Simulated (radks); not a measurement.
Values are calculated unless marked as measured or tabulated.
Problem. All-electron atom: Nb I in [Kr] 4d4 5s1. Level of theory: Dirac Kohn-Sham, exchange-only PBE, spin-unpolarised, spherical densities, finite nucleus; open shells fill j = l - 1/2 first; Fermi nuclear charge, rms radius 4.324 fm (a radial shooting solver on a logarithmic mesh with Libxc functionals).

Spin-orbit splittings of the eigenvalues, e(l+1/2) - e(l-1/2), with zeta = 2 splitting/(2l+1) and mean radii in bohr:

shell  occ.  splitting (eV)  zeta (eV)  <r> j=l-1/2  <r> j=l+1/2
2p        6           95.80      63.87       0.1346       0.1391
3p        6           15.51      10.34       0.4387       0.4492
3d       10           2.888      1.155       0.4311       0.4346
4p        6           2.102      1.402        1.283        1.315
4d        4               ?          ?        2.263        2.306

Estimate the 4d splitting.

Solution. 0.1498 eV (zeta = 0.05991 eV).
